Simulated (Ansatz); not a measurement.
Input for Ansatz (a first-principles code): U-PBE0/def2-TZVPP on RuO+, 2S+1 = 6, a spin state set in the input, which need not be the lowest. Charge +1. Elements past Kr take the def2 small-core potentials; no spin–orbit coupling.

Ansatz 0.2 input:
```yaml
crystal:
  periodic: [false, false, false]
  atoms:
    - {symbol: Ru, position_ang: [0.00000000, 0.00000000, 0.00000000]}
    - {symbol: O, position_ang: [0.00000000, 0.00000000, 2.01400000]}
basis:
  gaussian:
    orbitals: def2-TZVPP
hamiltonian:
  xc: {name: PBE0}
total_charge: 1
magnetization: {spin_polarized: true, initial_magnetization: 5}
relax: {f_tol: 0.002, max_steps: 120}
```

The log:

```
WARN ansatz: RAYON_NUM_THREADS=1 ignored (pool sized by the plan → 1); use --threads N
Functional definition: PBE0
integrals: 0.02 GiB planned
532 factors; their error is unknown
mean field: 0.24 GiB planned
mean field evaluation 1: about -4592.2985 eV, gradient 7.6e1 eV
mean field evaluation 2: about -4309.0923 eV, gradient 1.7e2 eV
mean field evaluation 4: about -4613.6658 eV, gradient 2.2e1 eV
mean field evaluation 8: about -4615.7383 eV, gradient 3.1e0 eV
mean field evaluation 16: about -4615.8062 eV, gradient 9.7e-3 eV
mean field evaluation 32: about -4615.5918 eV, gradient 2.0e0 eV
mean field -4615.80621257 eV, -169.6277496063 hartree, gradient 4.9e-6 eV, S^2 8.768525; 2 other end points of the search recorded, 0 dependent functions left out
the calculation of the forces begins
reference -4615.80623759 eV, -169.6277505257 hartree; 14, 9 occupied and 73, 78 virtual orbitals, 532 factors
relax step   1: F+E_penalty+E_count = -4615.80621257 eV  Δ(F+E_penalty+E_count) = +0.000e0 eV  max|allowed force component| = 4.135e0 eV/Å  Δτ_max = 0.0000 Å  (96 SCF iters, accepted)
these checks for a lower state are left out or cut short: starts, cluster_reference, orbital_swaps, neighbouring_geometries, increment
integrals: 0.02 GiB planned
532 factors; their error is unknown
mean field: 0.25 GiB planned
mean field -4616.56341625 eV, -169.6555763282 hartree, gradient 2.7e-5 eV, S^2 8.764097; 0 other end points of the search recorded, 0 dependent functions left out
the calculation of the forces begins
reference -4616.56344179 eV, -169.6555772665 hartree; 14, 9 occupied and 73, 78 virtual orbitals, 532 factors
relax step   2: F+E_penalty+E_count = -4616.56341625 eV  Δ(F+E_penalty+E_count) = -7.572e-1 eV  max|allowed force component| = 2.192e0 eV/Å  Δτ_max = 0.1070 Å  (48 SCF iters, accepted)
these checks for a lower state are left out or cut short: starts, cluster_reference, orbital_swaps, neighbouring_geometries, increment
integrals: 0.02 GiB planned
532 factors; their error is unknown
mean field: 0.25 GiB planned
mean field -4616.47979721 eV, -169.6525033852 hartree, gradient 8.2e-6 eV, S^2 8.759320; 0 other end points of the search recorded, 0 dependent functions left out
the calculation of the forces begins
reference -4616.47982374 eV, -169.6525043599 hartree; 14, 9 occupied and 73, 78 virtual orbitals, 532 factors
relax step   3: F+E_penalty+E_count = -4616.47979721 eV  Δ(F+E_penalty+E_count) = +8.362e-2 eV  max|allowed force component| = 4.261e0 eV/Å  Δτ_max = 0.0835 Å  (43 SCF iters, rejected (line search))
these checks for a lower state are left out or cut short: starts, cluster_reference, orbital_swaps, neighbouring_geometries, increment
integrals: 0.02 GiB planned
532 factors; their error is unknown
mean field: 0.25 GiB planned
mean field evaluation 64: about -4616.6536 eV, gradient 3.5e-3 eV
mean field -4616.65359698 eV, -169.6588904089 hartree, gradient 2.7e-5 eV, S^2 8.762122; 0 other end points of the search recorded, 0 dependent functions left out
the calculation of the forces begins
reference -4616.65362280 eV, -169.6588913576 hartree; 14, 9 occupied and 73, 78 virtual orbitals, 532 factors
relax step   4: F+E_penalty+E_count = -4616.65359698 eV  Δ(F+E_penalty+E_count) = -9.018e-2 eV  max|allowed force component| = 3.176e-1 eV/Å  Δτ_max = 0.0340 Å  (40 SCF iters, accepted)
these checks for a lower state are left out or cut short: starts, cluster_reference, orbital_swaps, neighbouring_geometries, increment
integrals: 0.02 GiB planned
532 factors; their error is unknown
mean field: 0.25 GiB planned
mean field -4616.65501658 eV, -169.6589425780 hartree, gradient 2.7e-5 eV, S^2 8.761821; 0 other end points of the search recorded, 0 dependent functions left out
the calculation of the forces begins
reference -4616.65504246 eV, -169.6589435292 hartree; 14, 9 occupied and 73, 78 virtual orbitals, 532 factors
relax step   5: F+E_penalty+E_count = -4616.65501658 eV  Δ(F+E_penalty+E_count) = -1.420e-3 eV  max|allowed force component| = 4.637e-2 eV/Å  Δτ_max = 0.0052 Å  (39 SCF iters, accepted)
these checks for a lower state are left out or cut short: starts, cluster_reference, orbital_swaps, neighbouring_geometries, increment
integrals: 0.02 GiB planned
532 factors; their error is unknown
mean field: 0.25 GiB planned
mean field -4616.65504615 eV, -169.6589436649 hartree, gradient 2.3e-5 eV, S^2 8.761859; 0 other end points of the search recorded, 0 dependent functions left out
the calculation of the forces begins
reference -4616.65507203 eV, -169.6589446158 hartree; 14, 9 occupied and 73, 78 virtual orbitals, 532 factors
relax step   6: F+E_penalty+E_count = -4616.65504615 eV  Δ(F+E_penalty+E_count) = -2.958e-5 eV  max|allowed force component| = 5.421e-4 eV/Å  Δτ_max = 0.0006 Å  (40 SCF iters, accepted)
integrals: 0.02 GiB planned
532 factors; their error is unknown
mean field: 0.25 GiB planned
mean field evaluation 96: about -4616.6550 eV, gradient 2.6e-2 eV
mean field -4616.65504615 eV, -169.6589436649 hartree, gradient 2.3e-5 eV, S^2 8.761859; 1 other end points of the search recorded, 0 dependent functions left out
the calculation of the forces begins
reference -4616.65507203 eV, -169.6589446158 hartree; 14, 9 occupied and 73, 78 virtual orbitals, 532 factors
Total energy: -4616.65507203 eV, -169.6589446158 hartree
Atom 0 at    -0.000000    -0.000000     0.145529 Å, force     0.000000    -0.000000     0.000542 eV/Å
Atom 1 at     0.000000     0.000000     1.868471 Å, force    -0.000000     0.000000    -0.000542 eV/Å
Dipole moment:     0.000000    -0.000000    -0.766614 e Å
```

Self-consistency was reached.

Cost: roughly 24 core-seconds.
